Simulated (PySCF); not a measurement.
## Radial density of Nb²⁺ (niobium, charge +2)

LC-wPBE, [Kr] 4d3, high-spin 4F determinant. Computed with PySCF 2.14 in aug-cc-pwCVTZ-PP with ECP28MDF (8s8p7d4f3g, 122 functions), with a scalar-relativistic core potential. This is the valence pseudo-density: the core potential removes the inner electrons and smooths the orbitals near the nucleus.

| r (bohr) | 4πr²ρ (e/bohr) | 4πr²(ρα − ρβ) |
| --- | --- | --- |
| 0.0366 | 1.447e-05 | 0.0000 |
| 0.0616 | 3.761e-05 | 0.0000 |
| 0.104 | 0.0001448 | 0.0000 |
| 0.174 | 0.001289 | 0.0003 |
| 0.293 | 0.02199 | 0.0046 |
| 0.493 | 0.6290 | 0.0706 |
| 0.829 | 6.768 | 0.6818 |
| 1.39 | 8.084 | 1.8516 |
| 2.35 | 1.536 | 0.9605 |
| 3.95 | 0.08726 | 0.0837 |
| 6.64 | 0.0005296 | 0.0005 |

Energies and moments cover only the electrons outside the core potential.
